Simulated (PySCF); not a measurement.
**Nickel: a sound run and one with changed settings**

Sound run: Ni [Ar] 3d8 4s2, Ni⁺ [Ar] 3d9. Computed with PySCF 2.14 in cc-pVTZ (7s6p4d2f1g, 68 functions), with the non-relativistic Hamiltonian (point nucleus). In the sound run the correlated levels freeze [Ar]. The sound run starts from symmetry-adapted Hartree-Fock orbitals and uses a fine grid where one is needed.

Changed run: basis STO-3G. This setting is unsound on purpose.

| species | method | sound run (hartree) | changed run (hartree) | converged |
| --- | --- | --- | --- | --- |
| Ni | UHF | -1506.87934 | -1489.73018 | yes |
| Ni | B3LYP | -1508.34762 | -1490.80977 | yes |
| Ni | r2SCAN | -1508.27756 | -1490.85873 | yes |
| Ni | MP2 | -1507.20316 | -1489.77778 | yes |
| Ni⁺ | UHF | -1506.59560 | -1488.44114 | yes |
| Ni⁺ | B3LYP | -1508.07223 | -1489.51468 | yes |
| Ni⁺ | r2SCAN | -1507.99607 | -1489.58000 | yes |
| Ni⁺ | MP2 | -1506.96844 | -1488.43990 | yes |

Ionisation energy of Ni:

| method | sound run (eV) | changed run (eV) |
| --- | --- | --- |
| UHF | 7.721 | 35.076 |
| B3LYP | 7.494 | 35.241 |
| r2SCAN | 7.660 | 34.796 |
| MP2 | 6.387 | 36.405 |
| SCS-MP2 | 6.598 | 36.656 |

A minimal basis cannot let orbitals breathe on ionisation and holds almost no correlation. A negative ionisation energy or a positive MP2 energy shows that the occupation asked for is not the lowest one in this basis.

For comparison, NIST gives 7.640 eV between the lowest levels.
